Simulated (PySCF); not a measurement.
C2H10FNSi2, SMILES CC[SiH2][Si@@H](N)F.

The structure is a stationary point at PBE-D3(BJ)/def2-SVP. The structure was generated by enumeration; whether it is a known compound was not checked. One conformer was computed; it need not be the lowest.

Calculation: PBE-D3(BJ)/def2-SVP in PySCF 2.14.0.

Frequencies are harmonic and unscaled.

```
mode  ν (cm⁻¹)  IR (km/mol)   moving atoms (share of kinetic energy)
----  --------  -----------  ---------------------------------------
1           39          0.2  Si 27 %, H 24 %, F 20 %, C 16 %, N 13 %
2           61          0.4                   H 40 %, C 34 %, N 14 %
3           73          0.2          C 29 %, H 26 %, Si 23 %, F 15 %
4          155          1.2    Si 32 %, H 29 %, N 23 %, F 8 %, C 8 %
5          188          2.8   F 41 %, Si 23 %, H 16 %, C 11 %, N 8 %
6          215          0.4                                   H 91 %
7          240          1.3                  C 44 %, H 34 %, Si 18 %
8          288         23.8          F 29 %, Si 26 %, H 25 %, N 14 %
9          327         30.6                                   H 90 %
10         412         88.5                  H 64 %, Si 18 %, N 17 %
11         430         61.2                  H 63 %, Si 18 %, N 16 %
12         456         11.7                          Si 58 %, H 37 %
13         563         20.1                                   H 92 %
14         643         35.6                  C 43 %, Si 34 %, H 23 %
15         676         57.1                                   H 86 %
16         732        205.3                          H 77 %, Si 10 %
17         750         15.3                           H 85 %, C 12 %
18         791         26.1          F 36 %, H 31 %, Si 22 %, N 11 %
19         837         30.0                  H 68 %, N 18 %, Si 13 %
20         869        104.1                  H 62 %, Si 18 %, N 14 %
21         897         20.1                          H 79 %, Si 13 %
22         900        183.5          H 48 %, Si 31 %, F 11 %, N 10 %
23         954         12.1                           H 78 %, C 21 %
24         961          6.9                           H 82 %, C 16 %
25        1028         22.4                           C 70 %, H 30 %
26        1203          1.0                           H 66 %, C 33 %
27        1207          0.5                           H 76 %, C 24 %
28        1345          2.8                           H 81 %, C 19 %
29        1384          2.2                            H 91 %, C 9 %
30        1423          3.1                                   H 96 %
31        1425          8.0                                   H 97 %
32        1494         39.5                           H 89 %, N 10 %
33        2124         80.0                                   H 97 %
34        2146         85.1                                   H 97 %
35        2166        139.9                                   H 97 %
36        2963         37.0                                   H 97 %
37        2971          8.0                                   H 95 %
38        3019          1.7                            H 91 %, C 9 %
39        3046         19.1                            H 91 %, C 9 %
40        3055         18.9                            H 91 %, C 9 %
41        3485         23.0                                   H 96 %
42        3582         26.8                            H 91 %, N 9 %
```
